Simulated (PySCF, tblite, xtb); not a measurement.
Bond stretch in AlN, triplet. Each curve is given relative to its own lowest point near equilibrium.

```json
[
 {"R / Å": "1.35", "A": "176.0", "B": "194.4", "C": "175.2"},
 {"R / Å": "1.42", "A": "93.8", "B": "124.8", "C": "101.4"},
 {"R / Å": "1.52", "A": "30.3", "B": "61.5", "C": "41.3"},
 {"R / Å": "1.61", "A": "5.9", "B": "29.1", "C": "14.7"},
 {"R / Å": "1.67", "A": "0.0", "B": "16.2", "C": "5.7"},
 {"R / Å": "1.75", "A": "0.2", "B": "15.4", "C": "0.5"},
 {"R / Å": "1.79", "A": "2.6", "B": "9.6", "C": "0.0"},
 {"R / Å": "1.84", "A": "7.2", "B": "4.4", "C": "0.7"},
 {"R / Å": "1.90", "A": "14.3", "B": "1.2", "C": "3.1"},
 {"R / Å": "1.96", "A": "22.5", "B": "0.0", "C": "6.7"},
 {"R / Å": "2.05", "A": "36.2", "B": "1.2", "C": "13.6"},
 {"R / Å": "2.20", "A": "60.4", "B": "8.1", "C": "27.6"}
]
```

Energies in mEh.

Match the curves with the methods xtb with GFN1-xTB; GFN2-xTB, 300 K electronic temperature run with tblite 0.5.0; CCSD(T) on UHF/cc-pVDZ, 6 core orbitals frozen (PySCF).

A is GFN2-xTB; B is UCCSD(T); C is GFN1-xTB.

The scan ran from 1.35 to 7.23 Å; beyond the distances shown one of the unrestricted levels run for this scan, shown here or not, changes its spin distribution in one step. The unrestricted determinant behind UCCSD(T) is spin-contaminated at 1.35, 1.52 to 1.84 Å (<S²> up to 2.2, against 2.00 for a pure triplet).
